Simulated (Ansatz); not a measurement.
def2 core potentials replace the inner electrons of Te.

B3LYP has the VWN-RPA correlation part, as in Gaussian. 

Cartesian coordinates (Å):
```xyz
10

C     -1.1713     0.1578    -0.0211
C     -0.1106    -0.8865     0.2915
Te     1.6692    -0.6294    -0.9578
O      1.8053     1.3611    -0.6147
H     -0.7442     1.1698     0.0469
H     -2.0094     0.0864     0.6934
H     -1.5725     0.0317    -1.0384
H      0.2228    -0.8395     1.3380
H     -0.4492    -1.9158     0.0891
H      2.3598     1.4644     0.1730
```
Charge 0, spin multiplicity 1.

What adiabatic ionisation energy (no zero-point term), total energy, HOMO, vertical ionisation energy (Delta-SCF), LUMO, dipole moment, HOMO–LUMO gap and hole reorganisation energy (four-point) does B3LYP-D3(BJ)/def2-TZVP // B3LYP-D3(BJ)/def2-SVP run with Ansatz (a first-principles code) give?


- adiabatic ionisation energy (no zero-point term) = 7.83 eV
- total energy = -423.2337 Ha
- HOMO = -5.81 eV
- vertical ionisation energy (Delta-SCF) = 8.19 eV
- LUMO = -1.86 eV
- dipole moment = 2.04 D
- HOMO–LUMO gap = 3.95 eV
- hole reorganisation energy (four-point) = 0.636 eV
